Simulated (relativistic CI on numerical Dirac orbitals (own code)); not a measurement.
## Ir⁵⁺: O2,3 absorption edge

Computed with this model: Dirac-Coulomb-Breit CI, KLI orbitals optimised for each configuration, QED by a radiative potential, valence Slater integrals scaled by 0.7, multiplet model of core-to-valence dipole absorption; configurations [Xe] 4f14 5d4 → [Kr] 4d10 4f14 5s2 5p5 5d5; 300 K; Lorentzian 1 eV and Gaussian 0.3 eV FWHM. Energies are those of the free ion, without screening or charge transfer. The branching ratio is the share of the lower-energy edge in the whole absorption, uncertain by about 0.02 where the edges overlap. S is read from ⟨S²⟩ = S(S + 1).

Field parameters in Wybourne normalisation: Td as Oh with Dq negative (B⁴₀ = 21Dq, B⁴₄ = √(5/14) B⁴₀). The field is a parameter set, without covalency.

Computed curve for Td, 10Dq = -19250 cm⁻¹, scaled to 100 at the maximum (points under 2 are left out and the grid is thinned):

(Energy (eV), Intensity): (47.50, 2.1), (48.25, 2.8), (49.00, 4.6), (49.50, 7.0), (50.25, 10.2), (51.00, 13.7), (51.75, 22.1), (52.25, 39.3), (53.00, 84.6), (53.75, 94.1), (54.50, 98.3), (55.00, 91.9), (55.75, 61.2), (56.50, 47.2), (57.25, 30.0), (58.00, 33.3), (58.50, 31.1), (59.25, 31.3), (60.00, 26.0), (60.75, 19.6), (61.25, 18.2), (62.00, 8.6), (62.75, 5.6), (63.50, 3.7), (64.00, 3.1), (64.75, 3.1), (65.50, 3.3), (66.25, 4.9), (67.00, 12.1), (67.50, 20.9), (68.25, 18.2), (69.00, 17.8), (69.75, 20.7), (70.25, 24.8), (71.00, 21.4), (71.75, 11.8), (72.50, 8.3), (73.00, 5.9), (73.75, 3.7), (74.50, 2.1)

The ground state has S = 0.80, and the centroid lies at 57.98 eV.
